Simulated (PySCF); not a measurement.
Excitations are Tamm–Dancoff values on a coarser integration grid. The basis has no diffuse functions, so Rydberg states are missing or too high.

Cartesian coordinates (Å):
SMILES: S[SiH2]Cl
```xyz
6

S      1.5370    -0.3073    -0.6711
Si    -0.4787    -0.1640    -0.0299
Cl    -1.2014     1.7567    -0.1026
H      2.0274     0.3287     0.4070
H     -1.2538    -0.9969    -0.9729
H     -0.6304    -0.6172     1.3695
```
Charge 0, multiplicity 1.

### Question
Estimate the dipole moment, S1–T1 gap (TDA) and LUMO that PBE-D3(BJ)/def2-TZVP // PBE0-D4/def2-TZVP in PySCF returns for this input.

### Answer

The dipole moment comes out as 1.03 D and the S1–T1 gap (TDA) is 0.46 eV. The LUMO comes out as -0.94 eV.
